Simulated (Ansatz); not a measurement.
Pb3O2. The state is a triplet with charge 0. Geometry PBE-D4/def2-SVP; atoms count from 1.

```
atom   x (Å)   y (Å)   z (Å)
 Pb1  -1.645   0.762  -0.394
 Pb2   0.092  -1.762   0.573
 Pb3   1.553   1.000  -0.179
  O4   0.118  -0.414  -1.293
  O5  -0.118   0.414   1.293
```

In the def2 sets Pb takes a core potential; there is no spin–orbit coupling. At PBE0-D4/def2-TZVP a singlet of charge 0 lies 0.34 eV below the triplet, each at its own geometry. The structure comes from a short search, and lower isomers may exist.

Estimate the Mulliken populations from the PBE0/def2-TZVP orbitals of Ansatz.


| atom | charge (e) | spin (α − β) |
| --- | --- | --- |
| Pb1 | 0.51 | 0.61 |
| Pb2 | 0.51 | 0.61 |
| Pb3 | 0.51 | 0.61 |
| O4 | -0.76 | 0.09 |
| O5 | -0.76 | 0.09 |
Mulliken values and Mayer orders depend strongly on the basis.

Where does the spin sit?

Summed by element: Pb 1.82, O 0.18, of 2 unpaired in all. Largest on single atoms: Pb3 0.61, Pb1 0.61, Pb2 0.61.

And the Mayer bond orders between bonded heavy atoms (over 0.3)?

Pb1–Pb2 0.33 (3.21 Å); Pb1–Pb3 0.33 (3.21 Å); Pb1–O4 0.58 (2.30 Å); Pb1–O5 0.58 (2.30 Å); Pb2–Pb3 0.33 (3.21 Å); Pb2–O4 0.58 (2.30 Å); Pb2–O5 0.58 (2.30 Å); Pb3–O4 0.58 (2.30 Å); Pb3–O5 0.58 (2.30 Å).
